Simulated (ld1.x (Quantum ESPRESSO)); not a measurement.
Rh: one change to an RRKJ potential, before and after

Rh (Z = 45), norm-conserving RRKJ (Kleinman–Bylander form), made with ld1.x (Quantum ESPRESSO) 7.5 (PBE, scalar-relativistic). Core [Ar] 3d10, reference 4s2 4p6 4d7 5s0 5p0 (charge +2). Waves: 4p (bound): rc 1.45 bohr; 4d (bound): rc 1.30 bohr; 4s (bound): rc 1.40 bohr. Local part: the s channel. Core correction: none. rho0 = 0.02.

Change: wave 4d (bound): rc 1.30 bohr becomes 4d (bound): rc 1.92 bohr.

Cutoffs: the cutoffs (Ry, on a coarse ladder) from which the occupation-weighted sum of valence levels, in a spherical-Bessel basis at the reference potential, stays within 10 and 1 mRy of its value at 400 Ry; they do not see the model core or the augmentation charge, which bear on the density cutoff. Errors are all-electron minus pseudo energies relative to the spin-unpolarised reference configuration.

Task: How do hardness, ghosts and transferability respond?

Result: The potential gets softer (90 Ry and 140 Ry → 80 Ry and 120 Ry); of the 7 tests that both files solve, the error grows in 0 and shrinks in 1 by more than 15 % and 0.3 meV (median size 298.2 → 290.2 meV); neither file shows a bound ghost. A larger radius leaves more room for a smooth pseudo-wave, so fewer plane waves are needed.

```tsv
quantity	base	changed
cutoff, loose	90 Ry	80 Ry
cutoff, tight	140 Ry	120 Ry
loose cutoff by channel (10 mRy a level)	p 50 Ry, d 45 Ry, s 60 Ry	p 50 Ry, d 40 Ry, s 60 Ry
bound ghosts	none	none
error for 4s2 4p6 4d8 5s1 5p0, meV [ΔE -26.97 eV]	+634	+627
error for 4s2 4p6 4d8 5s0 5p0, meV [ΔE -19.51 eV]	+11	+8.2
error for 4s2 4p6 4d6 5s0 5p0, meV [ΔE 32.50 eV]	+16	+17
error for 4s2 4p5 4d8 5s1 5p0, meV [ΔE 29.66 eV]	+1032	+995
error for 4s2 4p6 4d8 5s0 5p1, meV [ΔE -23.37 eV]	+102	+98
error for 4s2 4p6 4d7 5s1 5p1, meV [ΔE -20.35 eV]	+981	+980
error for 4s2 4p6 4d8.5 5s0.5 5p0, meV [ΔE -27.60 eV]	+298	+290
```
